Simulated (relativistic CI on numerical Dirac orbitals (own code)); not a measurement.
Radial Dirac CI calculation of Os VII: levels, rates and radial parameters.

Command:

```sh
python run_levels.py task.json out
```

Input:

```
atom Os  Z=76  charge=6  electrons=70
nucleus A=192  rms_radius_fm=5.4126
hamiltonian dirac-coulomb  breit=on  qed=on  c_scale=1
orbitals kli  potential=per-configuration
slater_scale 1
correlation none
mixing on
configurations
  [Xe] 4f14 5d2
  [Xe] 4f14 5d 6s
  [Xe] 4f14 5d 5f
  [Xe] 4f14 5d 6p
  [Kr] 4d10 4f14 5s2 5p5 5d3
  [Xe] 4f14 6s2
  [Xe] 4f14 5d 5g
  [Xe] 4f14 5f2
  [Xe] 4f14 5d 6d
  [Xe] 4f14 6s 6p
  [Xe] 4f14 5d 7s
  [Xe] 4f14 5d 7p
  [Xe] 4f14 5g2
  [Xe] 4f14 5d 6f
  [Xe] 4f14 6p2
  [Xe] 4f14 5d 7d
  [Xe] 4f14 5f 6s
  [Xe] 4f14 5d 8s
  [Kr] 4d10 4f14 5s 5p6 5d3
  [Xe] 4f14 5d 8p
  [Xe] 4f14 5d 7f
  [Xe] 4f14 5f 6p
  [Xe] 4f14 5g 6s
  [Xe] 4f14 5f 5g
  [Kr] 4d10 4f14 5p6 5d4
  [Kr] 4d10 4f14 5s2 5p5 5d 6s2
  [Kr] 4d10 4f14 5s 5p6 5d 6s2
  [Xe] 4f14 5g 6p
end
```

Hardware: one thread of Intel Xeon Platinum 8259CL, on a shared host. Rates were computed among at most 320 levels.

Question: How large is the problem, and how long does it take?

Answer: 471 determinants at the lowest M give 471 levels; 276 SCF iterations in all; about 8.3 s of CPU and 0.11 GiB at the peak.
